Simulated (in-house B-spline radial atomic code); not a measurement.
Configurations of the rhenium ion Re⁸⁺, with energies counted from [Kr] 4d10 4f14 5s2 (5p1/2)2 (5p3/2)3. Level of theory: Dirac-Hartree-Fock, average of each configuration as written, Fermi nucleus of rms radius 5.3698 fm; calculated with an all-electron radial atomic-structure program (B-spline basis). Energies include first-order Breit, QED and recoil terms.

Occupations are held fixed; configurations that lie above the ionisation limit could autoionise.

```tsv
configuration	E - E(ref) (eV)	highest orbital	its <r> (bohr)
[Kr] 4d10 4f14 5s2 (5p1/2)2 (5p3/2)2 (5g7/2)1	117.37	5g7/2	2.963
[Kr] 4d10 (4f5/2)5 (4f7/2)8 5s2 (5p1/2)2 (5p3/2)3 (5g7/2)1	129.18	5g7/2	2.955
[Kr] 4d10 4f14 5s2 (5p3/2)4 7s1	133.41	7s1/2	3.363
[Kr] 4d10 4f14 5s2 (5p1/2)1 (5p3/2)3 8s1	137.82	8s1/2	5.034
[Kr] 4d10 4f14 5s2 (5p1/2)1 (5p3/2)3 (7g9/2)1	151.69	7g9/2	6.867
[Kr] 4d10 4f14 5s2 (5p3/2)4 (9g7/2)1	174.98	9g7/2	12.14
[Kr] (4d3/2)4 (4d5/2)5 4f14 5s2 (5p1/2)1 (5p3/2)4 (9g9/2)1	396.05	9g9/2	12.11
```

Question: Order these further configurations by energy, lowest first.
A. [Kr] 4d10 (4f5/2)5 (4f7/2)8 5s2 (5p1/2)2 (5p3/2)3 7s1
B. [Kr] 4d10 (4f5/2)5 (4f7/2)8 5s2 (5p1/2)2 (5p3/2)3 (7g7/2)1
C. [Kr] (4d3/2)3 (4d5/2)6 4f14 5s2 (5p1/2)2 (5p3/2)3 8s1
D. [Kr] 4d10 (4f5/2)5 (4f7/2)8 5s2 (5p1/2)1 (5p3/2)4 (5f7/2)1
E. [Kr] (4d3/2)3 (4d5/2)6 4f14 5s2 (5p1/2)2 (5p3/2)3 6s1

Answer: D (118.12 eV), A (118.2 eV), B (150.95 eV), E (315.41 eV), C (373 eV).

Question: How far above the reference does [Kr] (4d3/2)3 (4d5/2)6 4f14 5s2 (5p1/2)2 (5p3/2)3 (6p1/2)1 lie?

Answer: 326.6 eV; its least bound orbital is 6p1/2 with <r> = 2.176 bohr.

Question: How far above the reference does [Kr] 4d10 4f14 5s2 (5p1/2)1 (5p3/2)4 lie?

Answer: 12.466 eV; its least bound orbital is 5p3/2 with <r> = 1.151 bohr.
